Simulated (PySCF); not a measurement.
5-ethenylidene-2H-furan (C₆H₆O), SMILES C=C=C1C=CCO1.

Geometry: PBE0-D3(BJ)/def2-SVP. Other conformers were not sampled.

Method: PBE0-D3(BJ)/def2-SVP (PySCF).

Frequencies are harmonic and unscaled.

Computed harmonic wavenumbers and intensities:
```
mode  ν (cm⁻¹)  IR (km/mol)  moving atoms (share of kinetic energy)
----  --------  -----------  --------------------------------------
1          126          7.1                  C 52 %, H 28 %, O 20 %
2          162          2.0                  C 69 %, H 20 %, O 11 %
3          224          0.7                  C 57 %, H 27 %, O 17 %
4          334          5.2                          C 62 %, H 36 %
5          561          3.4                  C 79 %, O 11 %, H 10 %
6          586          6.5                          H 75 %, C 25 %
7          591          2.8                           C 83 %, H 9 %
8          625          0.2                          C 48 %, H 44 %
9          757         32.4                          H 70 %, C 30 %
10         811          5.1                          C 66 %, O 27 %
11         899         11.9                  C 47 %, O 33 %, H 20 %
12         920         39.1                          H 73 %, C 27 %
13         965          1.6                          H 80 %, C 20 %
14         971          1.7                          C 55 %, H 39 %
15        1002          0.1                          H 69 %, C 31 %
16        1024          8.9                          H 56 %, C 43 %
17        1049         23.3                  H 61 %, C 26 %, O 13 %
18        1129         23.5                  H 43 %, C 35 %, O 23 %
19        1196          0.1                                  H 93 %
20        1215        110.7                   C 53 %, H 38 %, O 9 %
21        1309        136.7                          C 52 %, H 42 %
22        1375         22.4                          H 47 %, C 47 %
23        1389          3.8                          H 54 %, C 43 %
24        1482          5.1                          H 86 %, C 13 %
25        1497         29.2                          C 55 %, H 43 %
26        1684          1.3                                  C 92 %
27        2097         11.5                                  C 99 %
28        3019         82.4                                  H 95 %
29        3055         25.6                          H 90 %, C 10 %
30        3108         29.6                                  H 95 %
31        3189          3.1                          H 89 %, C 11 %
32        3251          0.6                           H 92 %, C 8 %
33        3279          0.9                          H 90 %, C 10 %
```
